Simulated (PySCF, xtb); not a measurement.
Si(H)2(Me)2 (C2H8Si), SMILES C[SiH2]C.

Harmonic wavenumbers (cm⁻¹) from GFN2-xTB (xtb 6.7.1) at its own minimum, in rising order: 117, 133, 188, 447, 568, 668, 702, 764, 782, 806, 845, 847, 847, 1374, 1377, 1488, 1492, 1492, 1497, 2204, 2217, 3031, 3033, 3035, 3038, 3043, 3045.

Problem. What does PBE-D3(BJ)/def2-SVP (PySCF) give at its own minimum? (The exact figures need the calculation; the answer reports its results.)

Solution. 157, 173, 199, 446, 560, 616, 638, 707, 828, 848, 861, 887, 921, 1213, 1220, 1380, 1382, 1389, 1393, 2142, 2143, 2975, 2975, 3073, 3074, 3078, 3078. Paired by order, the mean absolute difference is 60 cm⁻¹ and the zero-point energies are 55.9 and 54.8 kcal/mol.
